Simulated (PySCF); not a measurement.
# Shifts of the heteroatoms

Cartesian coordinates in Å; atom numbers follow the order of the lines, from 1:
```xyz
15

O     2.740   -1.161   -0.122
C     2.100   -0.154    0.045
O     2.671    1.032    0.291
C     0.614   -0.088    0.005
C    -0.087   -1.269   -0.258
C    -1.477   -1.250   -0.304
C    -2.174   -0.062   -0.086
C    -1.457    1.100    0.177
F    -2.122    2.234    0.387
C    -0.071    1.110    0.227
H     3.628    0.876    0.299
H     0.481   -2.186   -0.424
H    -2.031   -2.168   -0.511
H    -3.264   -0.019   -0.116
H     0.464    2.037    0.435
```

PySCF 2.14.0 with density-fitted response routines calculation with PBE0-D3(BJ)/def2-SVP geometry, spin–spin couplings from B3LYP/pcJ-1 (spin–dipole term only in couplings to heteroatoms) and σ from GIAO-CAM-B3LYP/pcSseg-1; no solvent model, one conformer, non-relativistic Hamiltonian.

Question: Predict the 19F NMR data.

Answer: 
| atoms | environment | σ (ppm) | δ (ppm) |
| --- | --- | --- | --- |
| F9 | aryl fluorine | 297.1 | -113.7 |

Shieldings were converted by a linear fit to measured shifts: 19F: δ = 117.23 − 0.777σ +9.6 on sp3 carbon (rms 6.5 ppm, 15 shifts vs CFCl3, solution or neat liquid). A few per cent of atoms miss by over 2 rms, more outside the fitted compound classes. Couplings are scaled by factors fitted to measured values: 3J(H,H) × 0.91 (rms 0.4 Hz, 0.5 with 2 outliers), 1J(C,F) × 0.77 (rms 7.3 Hz), 2J(C,F) × 1.09 (rms 1.9 Hz, 5.0 with 1 outliers), 3J(C,F) × 1.48 (rms 1.3 Hz); all others are unscaled and can be 10–30 % off.

Couplings (the largest are listed; each averaged over equivalent pairs): 1J(C8,F9) = -244.4 Hz, 2J(F9,C10) = 21.7 Hz, 2J(C7,F9) = 20.9 Hz, 3J(F9,H15) = 9.2 Hz, 3J(F9,H14) = 8.5 Hz, 3J(C6,F9) = 7.3 Hz, 3J(C4,F9) = 6.4 Hz.

On a 300 MHz spectrometer 19F resonates near 282.3 MHz, so 1 ppm is 282.3 Hz.
